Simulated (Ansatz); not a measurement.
ClFH₂HfOS, SMILES `[OH][Hf]([F])([SH])[Cl]`. Charge 0, multiplicity 1. Correlated methods include outer-core shells of Hf, which these sets cover unevenly. Hf: def2 effective core potential.

```xyz
7

O    -1.387   -0.529   -0.394
Hf    0.202   -0.121    0.550
F    -0.150    0.533    2.295
S     1.360    1.640   -0.689
Cl    1.547   -2.040    0.734
H    -2.245   -0.819   -0.688
H     0.674    1.337   -1.807
```

Task: Give the diagnostics of a CCSD(T)/def2-TZVPP run (frozen core, the Gaussian-basis code of Ansatz). (An estimate is asked.)

Result: Computed: T1 = 0.0154, largest single amplitude 0.024, largest double 0.027, (T) share of the correlation energy 3.9 %, 10 CCSD cycles. The RHF solution is stable towards an unrestricted one. T1 lies under the customary mark of 0.02 for closed shells.
